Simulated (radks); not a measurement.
These are the eigenvalues of the occupied orbitals of an atom or ion with whole-number occupations (eV). All-electron calculation, Dirac Kohn-Sham, PBE, spin-unpolarised, spherical densities, point nucleus. Program: a radial shooting solver on a logarithmic mesh with Libxc functionals.

1s1/2: -53609.23
2s1/2: -8927.602
2p1/2: -8490.158
2p3/2: -7689.892
3s1/2: -1992.105
3p1/2: -1801.475
3p3/2: -1635.275
3d3/2: -1308.004
3d5/2: -1271.716
4s1/2: -399.1526
4p1/2: -323.9817
4p3/2: -286.8488
4d3/2: -163.1737
4d5/2: -156.4511
5s1/2: -55.3232
5p1/2: -35.1468
5p3/2: -30.4581
4f5/2: -10.0209
4f7/2: -9.1424
6s1/2: -8.8436

Which element is it, and in what charge state? The configuration may be excited. Open shells, if any, are shared by 2j + 1.

Answer. Z = 66, dysprosium, charge +1: Dy+ in [Xe] 4f10 6s1. The list shows which subshells hold electrons but not how many an open one holds; the 1s level, -1970.1 hartree, gives Z - s = 62.8 by -(Z - s)^2/2, which with screening and relativity narrows Z to a few neighbours, and the depths of the outer levels then fix element, charge and occupations together.
